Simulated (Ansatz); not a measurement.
PBE exchange is replaced step by step with exact exchange (0 % is PBE, 25 % PBE0; no dispersion term), basis def2-TZVP, Ansatz. System: WOF4. The state is a singlet with charge 0. Geometry: PBE0-D4/def2-SVP.

Geometry of the singlet:

Cartesian coordinates in Å:
```
W 0.005 0.004 0.042
O 0.214 0.174 1.690
F -1.589 0.870 -0.333
F -0.949 -1.571 -0.162
F 1.479 -0.960 -0.533
F 0.839 1.482 -0.703
```

In the def2 sets W takes a core potential; there is no spin–orbit coupling.

```json
{"exact exchange (%)": "0", "HOMO (eV)": "-9.88", "LUMO (eV)": "-4.78", "gap (eV)": "5.10"}
{"exact exchange (%)": "5", "HOMO (eV)": "-10.25", "LUMO (eV)": "-4.65", "gap (eV)": "5.59"}
{"exact exchange (%)": "15", "HOMO (eV)": "-10.99", "LUMO (eV)": "-4.39", "gap (eV)": "6.60"}
{"exact exchange (%)": "25", "HOMO (eV)": "-11.72", "LUMO (eV)": "-4.11", "gap (eV)": "7.62"}
{"exact exchange (%)": "35", "HOMO (eV)": "-12.46", "LUMO (eV)": "-3.81", "gap (eV)": "8.65"}
{"exact exchange (%)": "50", "HOMO (eV)": "-13.57", "LUMO (eV)": "-3.34", "gap (eV)": "10.24"}
```

Q: Fit a straight line to the column «gap (eV)» against the share of exact exchange and predict its value at 10 %.

A: With x = exact exchange (%) and y = gap (eV): mean x = 21.67, mean y = 7.3; Σ(x − x̄)(y − ȳ) = 183.2, Σ(x − x̄)² = 1783; slope b = 0.1027, intercept a = ȳ − b·x̄ = 5.074. The residuals of the fitted rows reach 0.03. At x = 10 the line gives 5.074 + (0.1027 × 10) = 6.10; the run gave 6.09, 0.01 less than the line.
